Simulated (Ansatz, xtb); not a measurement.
Redistribution: CH2BrF + C3H8 → C2H5F + C2H5Br

Species: CH2BrF (bromofluoromethane) `FCBr`, singlet; C3H8 (propane) `CCC`, singlet; C2H5F `CCF`, singlet; C2H5Br (bromoethane) `CCBr`, singlet. The partners trade Br for CH3; both sit on C, so the bond types are kept.

Shapes, held fixed at every level: PBE0-D4/def2-TZVP. Programs: Ansatz 0.2.0, xtb 6.7.1. The zero-point and thermal change to 298 K, harmonic and unscaled (PBE0-D4/def2-TZVP), is +0.4 kJ/mol.

Question: Estimate the reaction enthalpy at 298 K.

Answer: From tabulated heats of formation (Active Thermochemical Tables), ΔH(298 K) = -18.9 kJ/mol. Nearest: MP2/def2-SVP (0.0); farthest: GFN0-xTB (+25.9). 8 of 9 levels lie within 10 kJ/mol. The wrong sign comes from GFN0-xTB. Relativity is left out for Br unless named. Correlated rows may include outer-core shells of Br, which these sets cover unevenly.

| level | kind | ΔH (kJ/mol) | computed − measured |
| --- | --- | --- | --- |
| GFN0-xTB | semi-empirical | +7.0 | +25.9 |
| HF/def2-TZVPP | Hartree–Fock | -26.3 | -7.5 |
| B3LYP-D4/def2-TZVPP | global hybrid | -19.2 | -0.3 |
| PBE0-D4/def2-TZVPP | global hybrid | -18.1 | +0.8 |
| wB97M-V/def2-TZVPP | range-separated hybrid | -19.5 | -0.6 |
| MP2/def2-SVP | perturbation theory | -18.9 | 0.0 |
| CCSD(T)/def2-SVP | coupled cluster or CI | -18.8 | +0.1 |
| CCSD/def2-TZVPP | coupled cluster or CI | -21.2 | -2.3 |
| CCSD(T)/def2-TZVPP | coupled cluster or CI | -20.2 | -1.4 |
